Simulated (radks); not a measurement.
Values are calculated unless marked as measured or tabulated.
Fractional charge and spin in the 5d shell of thallium: the spin-up occupation runs from 4 to 5 and the spin-down occupation from 4 to 5; the fullest corner is Tl+, [Xe] 4f14 6s2 5d(up 5, down 5). Code: a radial shooting solver on a logarithmic mesh with Libxc functionals. Model: scalar-relativistic Kohn-Sham, SCAN, spin-polarised, spherical densities, finite nucleus; meta-GGA in the generalised Kohn-Sham scheme; Fermi nuclear charge, rms radius of each element as measured or else 0.836 A^(1/3) + 0.57 fm. Energy (eV) above the fullest corner. The planes named below are the two flat planes that join the four corners, with an edge along up + down = one added electron.

down \ up       4    4.25     4.5    4.75       5
4          73.571  61.242  49.804  39.248  29.552
4.25       61.242  49.865  39.369  29.731  20.945
4.5        49.804  39.369  29.791  21.063  13.162
4.75       39.248  29.731  21.063  13.220   6.184
5          29.552  20.945  13.162   6.184   0.000

Corners above the fullest one (they belong to Tl2+ and the next ion): (up 5, down 4) 29.552 eV, (up 4, down 5) 29.552 eV, (up 4, down 4) 73.571 eV. With half an added electron in each spin the energy lies 0.239 eV from the planes, and with half an added electron in spin up alone -1.757 eV. The planes are only a guide here: the flat-plane condition holds for ground states with one frontier orbital, while this shell lies below other occupied shells, so the corners above the fullest one are inner-hole states and not the ground states of those ions.
